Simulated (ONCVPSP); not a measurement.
# Scattering properties, ONCV potential for erbium

* Element: Er (Z = 68)
* Generator: ONCVPSP 4.0.1
* Type: optimised norm-conserving Vanderbilt (ONCV)
* Functional: BLYP
* Relativity: scalar-relativistic
* Frozen core: [Kr]
* Valence charge: 32
* Reference configuration: 4d10 4f12 5s2 5p6 6s2
* Partial waves: 5s+6s: rc 2.40 bohr, ncon 5, nbas 9, qcut 6.1 1/bohr, 2 projectors; 5p: rc 1.65 bohr, ncon 4, nbas 8, qcut 5.8 1/bohr, 3 projectors, debl 0.7 Ha; 4d: rc 0.85 bohr, ncon 5, nbas 10, qcut 18.9 1/bohr, 2 projectors, debl 1.4 Ha; 4f: rc 1.30 bohr, ncon 4, nbas 8, qcut 11.3 1/bohr, 2 projectors, debl 1.5 Ha
* Local potential: polynomial inside 0.60 bohr (lpopt 5, dvloc0 0 Ha)
* Core correction: Teter function, parameters optimised by the program

In the p channel the program set the typed energies aside and used -0.961, 0.250, 0.950 Ha. In the d channel the program set the typed energies aside and used -6.066, 0.250 Ha.

The phase is arctan(r·R′/R) of the radial function R(r), unwrapped; energies in Ha, scanned from -8 to 5 Ha. A pole is an energy at which the radial function vanishes at the test radius. The pseudo phase is shifted by a multiple of π to meet the all-electron one at the reference energy, and phase errors are pseudo minus all-electron; the curves can meet again beyond the range given. Levels narrower than the energy grid can be missing from the lists of poles.

Q: For each channel, where are the poles, and over which energies does the pseudopotential scatter like the atom?

A:

```tsv
channel	radius (bohr)	reference energy (Ha)	poles, all-electron	poles, pseudo	unbroken range about the reference energy with phases within 0.05 rad	phase error 1 Ha above the reference energy (rad)
s	2.44	-0.14	-1.82, 2.36	-1.82, 2.16, 2.94	below 2.3	-0.002
p	1.67	-0.96	0.66	0.66	the whole range	+0.000
d	0.86	-6.07	-3.52	-3.52	the whole range	+0.000
f	1.32	-0.11	0.43	0.43	the whole range	-0.000
```

Note: ghosts flagged at negative energy: s at -817.8 eV, p at -223.8 eV; GHOST(+) flagged for s at 70.0 eV. A true bound ghost makes a file unfit for plane-wave use.

Phases in the f channel:

```
E (Ha)  all-electron  pseudo
 -7.96         1.348   1.347
 -7.60         1.342   1.341
 -7.24         1.336   1.335
 -6.88         1.329   1.328
 -6.52         1.321   1.320
 -6.16         1.313   1.312
 -5.80         1.304   1.303
 -5.44         1.294   1.293
 -5.08         1.282   1.281
 -4.72         1.270   1.268
 -4.36         1.255   1.254
 -4.00         1.238   1.237
 -3.64         1.218   1.216
 -3.28         1.193   1.192
 -2.92         1.163   1.162
 -2.56         1.125   1.124
 -2.20         1.073   1.072
 -1.84         0.998   0.997
 -1.48         0.878   0.877
 -1.12         0.654   0.653
 -0.76         0.154   0.153
 -0.40        -0.703  -0.703
 -0.04        -1.260  -1.260
  0.32        -1.517  -1.517
  0.68        -1.664  -1.664
  1.04        -1.770  -1.770
  1.40        -1.863  -1.863
  1.76        -1.957  -1.957
  2.12        -2.066  -2.066
  2.48        -2.203  -2.204
  2.84        -2.389  -2.394
  3.20        -2.652  -2.664
  3.56        -3.005  -3.027
  3.92        -3.396  -3.429
  4.28        -3.732  -3.768
  4.64        -3.976  -4.009
  5.00        -4.144  -4.175
```
